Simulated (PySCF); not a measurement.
```xyz
3
charge 0 multiplicity 1, angstrom
Cu    0.0464    0.0000   -0.3810
O    -0.2222    0.0000    1.3838
H     0.6299    0.0000    1.8292
```

All numbers come from PySCF, PBE0, basis Cu def2-TZVP, O def2-TZVP, H def2-TZVP (no relativity, density fitting).

This geometry of HCuO is a stationary point at this level.

(1) What is the point group?

(2) Is it a minimum?

(3) Which band is strongest in the infrared?

(4) What are the dipole moment and the gap between the highest occupied and lowest empty levels?

(5) Give the atomic charges and bond orders.

Answers

(1) Cs.

(2) Yes: all harmonic wavenumbers are real.

(3) 778 cm⁻¹ (a'), 73 km/mol.

(4) 4.12 D and 4.16 eV.

(5) 
| atom | Mulliken | Löwdin | polar tensor | Mayer order to Cu1 |
| --- | --- | --- | --- | --- |
| Cu1 | 0.44 | 0.30 | 0.58 | – |
| O2 | -0.74 | -0.44 | -0.77 | 0.97 |
| H3 | 0.30 | 0.14 | 0.19 | 0.02 |
Other Mayer orders above 0.3: O–H 0.90.

Only a few start shapes were tried, so a lower isomer may exist.
